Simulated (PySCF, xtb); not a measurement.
Sb(OH)3 (H3O3Sb), SMILES [OH][Sb]([OH])[OH]. One conformer was computed; it need not be the lowest.

Harmonic wavenumbers (cm⁻¹) from GFN2-xTB run with xtb at its own minimum, in rising order: 136, 167, 211, 234, 251, 309, 461, 480, 500, 841, 850, 875, 3597, 3607, 3665.

Q: What does PBE0-D3(BJ)/def2-SVP run with PySCF give at its own minimum? (Estimate from the structure and the level; the computed values follow.)

A: 89, 134, 202, 228, 328, 368, 610, 626, 643, 821, 836, 900, 3826, 3854, 3888. Paired by order, the mean absolute difference is 95 cm⁻¹ and the zero-point energies are 23.1 and 24.8 kcal/mol.
